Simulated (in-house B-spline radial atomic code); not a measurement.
The numbers below are computed, except where a source is named.
## Weak and strong correlation along the adiabatic connection

Two-electron singlets in several external potentials (atomic units), by full CI in B-splines with partial waves to l = 8 (correlation energies up to 0.6 % small). The repulsion is scaled by λ at fixed density; W(λ) is the mean repulsion less the Hartree energy, W(0) = E_x, and the area under W from 0 to 1 is E_xc.

Relative drop (W(λ) − E_x)/E_x:

```tsv
system	λ = 0.12	λ = 0.25	λ = 0.4	λ = 0.6	λ = 0.8	λ = 1
−V exp(−r²/w²), V = 2.43, w = 12.9	0.0401	0.0754	0.1081	0.1421	0.1683	0.1890
ω²r²/2 − Z/r, ω = 0.0163, Z = 1	0.0343	0.0656	0.0959	0.1287	0.1551	0.1768
−V exp(−r²/w²), V = 21.8, w = 3.47	0.0114	0.0231	0.0357	0.0513	0.0656	0.0787
−Z exp(−kr)/r, Z = 1.52, k = 0.106	0.0162	0.0324	0.0495	0.0700	0.0884	0.1048
−Z/r, Z = 1.12	0.0268	0.0523	0.0779	0.1068	0.1309	0.1514
ω²r²/2 − Z/r, ω = 0.0629, Z = 3	0.0068	0.0139	0.0217	0.0318	0.0413	0.0503
−Z exp(−kr)/r, Z = 6.69, k = 0.687	0.0028	0.0059	0.0093	0.0139	0.0183	0.0226
```

(1) Order the systems by how far second-order (GL2) theory, half the initial slope (estimated from the first points of each curve), overshoots the correlation energy, least first.
A. ω²r²/2 − Z/r, ω = 0.0163, Z = 1
B. −Z/r, Z = 1.12
C. ω²r²/2 − Z/r, ω = 0.0629, Z = 3
D. −Z exp(−kr)/r, Z = 6.69, k = 0.687
E. −V exp(−r²/w²), V = 21.8, w = 3.47
F. −V exp(−r²/w²), V = 2.43, w = 12.9
G. −Z exp(−kr)/r, Z = 1.52, k = 0.106

(2) What else changes along this order?

Answers

(1) D (GL2/E_c = 1.04), C (GL2/E_c = 1.09), E (GL2/E_c = 1.16), G (GL2/E_c = 1.22), B (GL2/E_c = 1.37), A (GL2/E_c = 1.47), F (GL2/E_c = 1.59).

(2) The ratio follows the bend of the curve. With it the leading natural occupation goes from 1.999 to 1.875 and −T_c/E_c from 0.96 to 0.63 between the first and the last.
